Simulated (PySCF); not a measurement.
Two-component Hartree-Fock for Ag (silver, neutral)

Start: [Kr] 4d9 5s2; 4d3/2 filled at m_j = -3/2, -1/2, +1/2, +3/2; 4d5/2 filled at m_j = -3/2, -1/2, +1/2, +3/2, +5/2. Calculated with PySCF 2.14 in x2c-TZVPall-2c (8s9p7d1f, 77 functions): generalised Hartree-Fock with the X2C-1e Hamiltonian and a Gaussian nucleus; one run each with spin-orbit coupling (SO) switched off, then screened by Boettger's factors. This is a chosen level, not necessarily the ground level.

```csv
spinor shell,electrons,"ε, spin-free (eV)","ε, screened SO (eV)",weight of nominal j (screened SO),"rms radius, screened SO (bohr)"
1s1/2,2,-25650.5,-25648.5,1.000,0.0357
2s1/2,2,-3867.1,-3866.5,1.000,0.146
2p1/2,2,-3462.2,-3583.6,1.000,0.127
2p3/2,4,-3462.2,-3406.2,1.000,0.131
3s1/2,2,-749.99,-749.81,1.000,0.392
3p1/2,2,-613.63,-635.81,1.000,0.387
3p3/2,4,-613.63,-603.30,1.000,0.398
3d3/2,4,-399.12,-403.02,0.999,0.374
3d5/2,6,-399.12,-396.33,0.999,0.377
4s1/2,2,-121.02,-120.97,1.000,0.974
4p1/2,2,-78.921,-83.367,0.986,1.05
4p3/2,4,-78.921,-76.806,0.993,1.08
4d3/2,4,-18.156,-18.797,0.906,1.44
4d5/2,5,-18.156,-17.661,0.925,1.47
5s1/2,2,-7.478,-7.476,1.000,3.39
```

```tsv
quantity	spin-free	screened SO
E (hartree)	-5312.19343	-5313.18448
M_J	5/2	5/2
⟨J²⟩	8.758	8.758
⟨L²⟩	6.006	6.021
⟨S²⟩	0.752	0.766
```

Each row is a mean over spinors that exchange with the open shell spreads, by up to 5.406 eV (4p3/2).

Breit and QED terms are absent; they matter most for the inner s and p1/2 levels.

Densities and radii are taken from the X2C orbitals without a picture-change correction, which distorts them close to the nucleus.

Without spin-orbit coupling the j labels of p, d and f shells carry no meaning; the spin-free column gives the mean over the occupied spinors of each nl shell.
